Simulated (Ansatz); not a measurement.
Gas-phase electronic energies from Ansatz, PBE0-D4/def2-TZVP geometries. CCSD(T)/CBS adds triple-zeta CCSD(T) − MP2 to the extrapolated MP2 energy (def2 sets, frozen cores). DFT in def2-TZVPP. B3LYP here is the variant with VWN-RPA as its local correlation; programs differ in this. HSE06 is defined as in plane-wave codes. For Zn outer-core shells are correlated without core-valence functions, which leaves a few kJ/mol of doubt a bond. Scalar relativity is left out up to krypton. One conformer a species, not always the lowest.

`C[N](C)[Zn][NH2]` + `CC(C)[Si]O` → `C[CH](C)[Zn][NH2]` + `CN(C)[Si]O`  (redistribution)

(1) Is it downhill or uphill in electronic energy at CCSD(T)/CBS, and by how much? (An estimate is asked.)

(2) What do these levels give: revPBE-D4, BLYP-D4, PBE0-D4, B3LYP-D4, r2SCAN0-D4, HSE06-D4, ωB97X-V, ωB97M-V, PBE0, r2SCAN0, CCSD/def2-SVP, CCSD(T)/def2-SVP? (Best estimate.)

Largest T1 diagnostic among the species: 0.015.

Results:

(1) Computed: Downhill: ΔE = -89.7 kJ/mol.

(2) Computed: revPBE-D4 -91.4, BLYP-D4 -94.1, PBE0-D4 -91.5, B3LYP-D4 -93.7, r2SCAN0-D4 -93.0, HSE06-D4 -91.5, ωB97X-V -88.0, ωB97M-V -91.8, PBE0 -91.9, r2SCAN0 -93.2, CCSD/def2-SVP -87.8, CCSD(T)/def2-SVP -89.7 kJ/mol.

Leaving LDA and LC-ωPBE aside and taking each functional with its dispersion term where it has one, the values spread over 6.1 kJ/mol, from BLYP-D4 to ωB97X-V.
